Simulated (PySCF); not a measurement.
Dipole moment and polarisability across levels of theory

Species: C4H7BrO.
Cartesian coordinates in Å at the PBE0-D3(BJ)/def2-SVP level; atoms count from 1:
```xyz
13
C4H7BrO angstrom
C     -2.042   -0.216   -0.587
C     -0.714   -0.465   -1.254
O     -0.619   -1.062   -2.300
C      0.513    0.073   -0.541
C      1.781   -0.225   -1.303
Br     3.341    0.478   -0.385
H     -2.848   -0.633   -1.202
H     -2.061   -0.678    0.413
H     -2.204    0.864   -0.442
H      0.388    1.158   -0.388
H      0.551   -0.360    0.474
H      1.940   -1.304   -1.421
H      1.769    0.227   -2.302
```

PySCF, dipoles from the SCF density, polarisabilities from static response with core orbitals frozen. The structure is a single PBE0-D3(BJ)/def2-SVP conformer in the gas phase; no vibrational or solvent corrections. The LDA/def2-SVPD calculation is non-relativistic and has no spin–orbit coupling, an omission that weighs most on bromine.

Task: Compare the levels for these properties.

Result: 

```tsv
level	μ (D)	α (Å³)	anisotropy (Å³)
LDA/def2-SVPD	2.770	11.59	5.05
PBE/def2-SVPD	2.684	11.51	5.01
B3LYP/def2-SVPD	2.769	11.14	4.66
PBE0/def2-SVPD	2.787	11.02	4.61
BHandHLYP/def2-SVPD	2.886	10.72	4.34
CAM-B3LYP/def2-SVPD	2.818	10.94	4.43
wB97X-D/def2-SVPD	2.827	10.94	4.43
LC-wPBE/def2-SVPD	2.820	10.66	4.24
HF/def2-SVPD	3.058	10.35	4.03
PBE0/6-31G*	2.694	8.74	4.40
PBE0/def2-SVP	2.629	8.86	4.34
PBE0/aug-cc-pVDZ	2.762	11.08	4.88
PBE0/def2-TZVP	2.717	10.35	4.81
```

The anisotropy is √(½[(α1 − α2)² + (α2 − α3)² + (α3 − α1)²]). The dipole runs from 2.63 D (PBE0/def2-SVP) to 3.06 D (HF/def2-SVPD). No reference polarisability is at hand; against PBE0 in the largest diffuse basis at hand (aug-cc-pVDZ) the other PBE0 rows deviate by 6-31G* -21%, def2-SVP -20%, def2-SVPD -1%, def2-TZVP -7%. In one basis (def2-SVPD) the functionals order the polarisability from HF (lowest) to LDA (highest), a spread of 12%. With PBE0 the polarisability is 9.32 Å³ without diffuse functions (mean of 6-31G*, def2-SVP and def2-TZVP) and 11.05 Å³ with them (mean of def2-SVPD and aug-cc-pVDZ).
